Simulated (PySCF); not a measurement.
B(OH)2(OMe) (CH5BO3), SMILES COB(O)O.

The structure is a stationary point at B3LYP-D3(BJ)/def2-SVP. The values are those of a single conformer.

All values below come from TDA-PBE/def2-SVPD (PySCF 2.14.0).

Vertical excitations. Isolated molecule, no solvent. State labels are in the subgroup Cs.

Computed lowest excited states:
| state | symmetry | energy (eV) | λ (nm) | f | main pairs |
|---|---|---|---|---|---|
| S1 | A" | 5.73 | 217 | 0.004 | HOMO→LUMO 100 % |
| S2 | A' | 6.44 | 193 | 0.005 | HOMO−1→LUMO 100 % |
| S3 | A" | 6.76 | 183 | 0.000 | HOMO−2→LUMO 100 % |
| S4 | A" | 7.24 | 171 | 0.009 | HOMO→LUMO+1 100 % |
| S5 | A' | 7.25 | 171 | 0.020 | HOMO−3→LUMO 99 % |
| S6 | A" | 7.59 | 163 | 0.000 | HOMO→LUMO+2 100 % |
| S7 | A' | 7.96 | 156 | 0.007 | HOMO−1→LUMO+1 100 % |
| S8 | A" | 8.16 | 152 | 0.006 | HOMO→LUMO+4 98 % |
| S9 | A" | 8.22 | 151 | 0.001 | HOMO−2→LUMO+1 95 % |
| S10 | A' | 8.27 | 150 | 0.025 | HOMO−1→LUMO+2 52 %, HOMO→LUMO+3 42 % |
| T1 | A" | 5.66 | 219 | 0 | HOMO→LUMO 100 % |
| T2 | A' | 6.38 | 194 | 0 | HOMO−1→LUMO 100 % |
| T3 | A" | 6.56 | 189 | 0 | HOMO−2→LUMO 99 % |
| T4 | A' | 7.00 | 177 | 0 | HOMO−3→LUMO 100 % |
Triplets are in the Tamm–Dancoff approximation.
